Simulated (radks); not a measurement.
Task: Valence configurations of Ar2+ (all share [Ne]). All-electron calculation, non-relativistic Kohn-Sham, r2SCAN, spin-polarised, spherical densities, point nucleus; open shells are filled with parallel spins first; meta-GGA in the generalised Kohn-Sham scheme. Program: a radial shooting solver on a logarithmic mesh with Libxc functionals. Order these by energy: 3p6; 3s1 3p5; 3s2 3p4; 3s1.5 3p4.5.

Result: From the lowest, in eV above it: 3s2 3p4 0.000; 3s1.5 3p4.5 7.733; 3s1 3p5 15.407; 3p6 32.872. NIST lists [Ne] 3s2 3p4 as the ground configuration; this level of theory agrees among the configurations tried. The energies are those of spherical high-spin densities, not of single terms.
